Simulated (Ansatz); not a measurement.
Abridged output of a molecular run in Ansatz:

```
Functional definition: HF
1570 factors; integrals over basis functions are off by at most 1.3e-3 eV
mean field evaluation 1: about -61358.7276 eV, gradient 3.9e1 eV
mean field evaluation 2: about -61358.7363 eV, gradient 3.9e1 eV
mean field evaluation 4: about -61363.0731 eV, gradient 3.7e0 eV
mean field evaluation 8: about -61363.1389 eV, gradient 4.8e-4 eV
mean field -61363.13890129 eV, -2255.0537611928 hartree, gradient 5.6e-6 eV, S^2 0.000000; 0 other end points of the search recorded, 0 dependent functions left out
16 core orbitals not correlated: weight in the atoms' cores, before any rotation towards them, 1.000 or more for the frozen orbitals, at most 0.000 for the correlated occupied ones
reference -61363.13890129 eV, -2255.0537611928 hartree; 24, 24 occupied and 105, 105 virtual orbitals, 1570 factors
second order -20.83642940 eV of doubles, -0.00000000 eV of singles
cycle   1  -21.32287852 eV  change   -4.9e-1 eV  update   1.2e-1
cycle   2  -22.02498248 eV  change   -7.0e-1 eV  update   3.7e-2
cycle   3  -22.14083373 eV  change   -1.2e-1 eV  update   1.8e-2
cycle   4  -22.14126099 eV  change   -4.3e-4 eV  update   5.1e-3
cycle   5  -22.13930913 eV  change    2.0e-3 eV  update   2.1e-3
cycle   6  -22.13877627 eV  change    5.3e-4 eV  update   7.1e-4
cycle   7  -22.13866230 eV  change    1.1e-4 eV  update   2.8e-4
cycle   8  -22.13864162 eV  change    2.1e-5 eV  update   9.5e-5
cycle   9  -22.13864606 eV  change   -4.4e-6 eV  update   4.3e-5
perturbative correction -0.79815761 eV, -0.0293317513 hartree
Total energy: -61386.07570496 eV, -2255.8966731806 hartree
```

Its atoms:

Cartesian coordinates in Å:
```
C -0.2703 -2.0670 -0.8128
Ga -0.5945 -0.1793 -0.4335
C -0.6445 1.6885 -0.9256
Sn -0.7537 1.8584 1.3259
C 1.1563 0.5718 1.2983
H 0.0223 -2.5881 0.0995
H -1.1875 -2.5235 -1.1907
H 0.5102 -2.1870 -1.5652
H -1.5288 2.0415 -1.4542
H 0.2628 2.1102 -1.3554
H -1.6053 0.0162 0.9930
H 1.9209 1.3540 1.2666
H 1.2370 0.0363 2.2448
H 1.4752 -0.1320 0.5093
```

**Question.** Which basis set was used?
A. def2-SVP
B. cc-pV(Q+d)Z
C. def2-TZVPP
D. def2-SVPD

**Answer.** A. It gives 145 functions.

**Question.** Write the keys of the input that set method, charge and spin (a neutral closed shell needs none for the last two).

**Answer.** 
```yaml
correlation: {method: ccsd_t}
```
